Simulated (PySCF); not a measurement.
# How the method moves the HOMO and LUMO of `CC(=O)C=C(C)C`

Species: C₆H₁₀O.
SMILES with atom numbers: `[CH3:1][C:2](=[O:3])[CH:4]=[C:5]([CH3:6])[CH3:7]` (hydrogens: H8, H9, H10 on C1; H11 on C4; H12, H13, H14 on C6; H15, H16, H17 on C7)

Structure used (PBE0-D3(BJ)/def2-SVP), in Å, numbered top down from 1:
```
atom  x, y, z in Å
C1     2.8579    0.0615    0.1695
C2     1.4583   -0.5082    0.1110
O3     1.2821   -1.7095    0.0493
C4     0.3773    0.5047    0.1340
C5    -0.9571    0.2934    0.0810
C6    -1.5994   -1.0532   -0.0150
C7    -1.9022    1.4552    0.1103
H8     3.0332    0.7338   -0.6857
H9     2.9897    0.6644    1.0822
H10    3.5895   -0.7553    0.1551
H11    0.7192    1.5429    0.2019
H12   -2.3041   -1.1904    0.8223
H13   -2.2046   -1.1093   -0.9360
H14   -0.8592   -1.8590   -0.0135
H15   -2.6066    1.3587    0.9535
H16   -1.3820    2.4187    0.1970
H17   -2.5184    1.4712   -0.8046
```

Basis pcSseg-1 throughout (PySCF), one geometry. One conformer (not necessarily the lowest) at the PBE0-D3(BJ)/def2-SVP geometry, without solvent, vibrations or thermal averaging.

Question: How do the orbital energies, the gap and the dipole change with the method?

Answer: 
| method | kind | HOMO (eV) | LUMO (eV) | gap (eV) | μ (D) | SCF cycles |
| --- | --- | --- | --- | --- | --- | --- |
| BLYP | GGA | -5.24 | -2.13 | 3.12 | 2.87 | 16 |
| LDA | LDA | -5.51 | -2.49 | 3.02 | 3.02 | 16 |
| KT2 | GGA | -5.56 | -2.25 | 3.31 | 2.88 | 17 |
| PBE0 | global hybrid | -6.98 | -1.33 | 5.65 | 3.00 | 14 |
| mPW1PW91 | global hybrid | -7.03 | -1.35 | 5.67 | 3.02 | 14 |
| CAM-B3LYP | range-separated hybrid | -8.43 | -0.17 | 8.26 | 3.00 | 14 |
| HF | Hartree–Fock | -9.79 | 2.62 | 12.41 | 3.29 | 11 |

The HOMO spans 4.55 eV, from BLYP down to HF, and the gap runs from 3.02 eV (LDA) to 12.41 eV (HF). Over the methods BLYP (0 %), LDA (0 %), KT2 (0 %), PBE0 (25 %), mPW1PW91 (25 %), HF (100 %), a straight line through the gap against the share of exact exchange rises by 0.93 eV for each 10 % (correlation coefficient 0.999). The dipole ranges from 2.87 D (BLYP) to 3.29 D (HF). This basis has no diffuse functions.

The vertical ΔSCF ionisation energy at CAM-B3LYP/def2-SVPD is 9.11 eV; −ε(HOMO) comes closest to it with CAM-B3LYP (8.43 eV) and HF (9.79 eV).
